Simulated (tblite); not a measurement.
Problem. Write a Z-matrix for `CC/[C]=C/[SiH2]P` [radical] as optimised with GFN2-xTB. (Doublet state.)

Solution. 
Z-matrix in Å and degrees, rows numbered from 1:
```
C 
C   1  1.5284
C   2  1.4757  1  109.91
C   3  1.3240  2  134.18  1  -109.94
Si  4  1.8919  3  106.03  2   176.39
P   5  2.2390  4   78.84  3    -0.84
H   1  1.0877  2  110.66  3  -176.37
H   1  1.0892  2  109.64  3   -56.21
H   1  1.0878  2  110.35  3    63.09
H   2  1.0946  1  109.04  3   119.56
H   2  1.0952  1  110.30  3  -121.47
H   4  1.0804  3  124.68  2    -5.47
H   5  1.4626  4  116.32  3  -112.28
H   5  1.4648  4  116.07  3   115.26
H   6  1.3903  5  101.68  4    88.47
H   6  1.4779  5  105.92  4  -179.04
```

The C–C distances run from 1.324 Å (C3=C4, drawn double) to 1.528 Å (C1–C2, drawn single), a spread of 0.204 Å. Si5 (silicon bonded to C, P and 2 H) has angles from 78.8° to 118.2°. Of the pairs four or more bonds apart, C3···H15 is among the closest relative to their van der Waals radii: 2.50 Å, 86 % of the sum of Bondi's values. C4 (carbon bonded to C, Si and H) is planar (angles 129.3°, 124.7° and 106.0°, sum 360.0°, 0.01 Å off the plane of its three neighbours).

The geometry is computed with GFN2-xTB (gas phase). This method treats the open shell by occupation alone, without spin polarisation.

Point group: C1 (no symmetry element, even within 0.4 Å). Its GFN2-xTB frequencies are all real (lowest 33 cm⁻¹). Torsions: C1–C2–C3–C4 -110°, C3–C4–Si5–P6 -1°, C4–Si5–P6–H 88° and -179°. 3 starts were optimised and ended at 0.00, 3.79 and 7.71 kcal/mol (GFN2-xTB); the lowest of these is shown.

One conformer stands for the species.
